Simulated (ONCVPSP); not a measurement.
## tantalum: one change to an ONCV potential, before and after

```
Element                 : Ta
Generator               : ONCVPSP 4.0.1
Type                    : optimised norm-conserving Vanderbilt (ONCV)
Functional              : PBEsol
Relativity              : scalar-relativistic
Frozen core             : [Kr] 4d10 4f14
Valence charge          : 13
Reference configuration : 5s2 5p6 5d3 6s2
Partial waves           : 5s+6s: rc 1.75 bohr, ncon 5, nbas 10, qcut 5.4 1/bohr, 3 projectors, debl 2.4 Ha; 5p: rc 1.40 bohr, ncon 3, nbas 7, qcut 6 1/bohr, 2 projectors, debl 2.4 Ha; 5d: rc 1.85 bohr, ncon 3, nbas 7, qcut 5.1 1/bohr, 2 projectors, debl 2.9 Ha
Local potential         : polynomial inside 1.15 bohr (lpopt 3, dvloc0 3 Ha)
Core correction         : polynomial model core, fcfact 0.5
```

Change: s: ncon 4, nbas 9.

Cutoffs: the cutoffs (Ha) at which the residual kinetic energy of the hardest occupied pseudo-wave falls to 1 and 0.1 mHa per electron; they do not see the model core or the augmentation charge, which bear on the density cutoff. Errors are all-electron minus pseudo energies relative to the spin-unpolarised reference configuration.

Task: Predict the effect on cutoff, ghosts and configuration errors.

Result: The potential gets neither clearly harder nor softer (24 Ha and 87 Ha → 24 Ha and 86 Ha); the p channel sets the loose cutoff, while the largest relative change is in s, which becomes softer; of the 4 tests that both files solve, the error grows in 1 and shrinks in 0 by more than 15 % and 0.3 meV (median size 33.0 → 34.5 meV); neither file shows a bound ghost.

| quantity | base | changed |
| --- | --- | --- |
| cutoff, loose | 24 Ha | 24 Ha |
| cutoff, tight | 87 Ha | 86 Ha |
| loose cutoff by channel | s 15 Ha, p 24 Ha, d 12 Ha | s 12 Ha, p 24 Ha, d 12 Ha |
| bound ghosts | none | none |
| GHOST(+) flags under 300 eV | none | none |
| error for 5s2 5p6 5d3 6s1, meV [ΔE 8.51 eV] | -4.7 | -5.0 |
| error for 5s2 5p6 5d3 6s0, meV [ΔE 23.48 eV] | -19 | -21 |
| error for 5s2 5p6 5d2 6s0, meV [ΔE 47.09 eV] | -47 | -48 |
| error for 5s1 5p6 5d3 6s2, meV [ΔE 79.25 eV] | -558 | -656 |
| s: phases at 1.78 bohr within 0.05 rad from the reference energy up to (Ha; the scan ends near 5) | to the end of the scan | to the end of the scan |
| p: phases at 1.42 bohr within 0.05 rad from the reference energy up to (Ha; the scan ends near 5) | to the end of the scan | to the end of the scan |
| d: phases at 1.88 bohr within 0.05 rad from the reference energy up to (Ha; the scan ends near 5) | to the end of the scan | to the end of the scan |
| rms error of d²Exc/dni dnj with the model core, mHa | 1.07 | 1.22 |
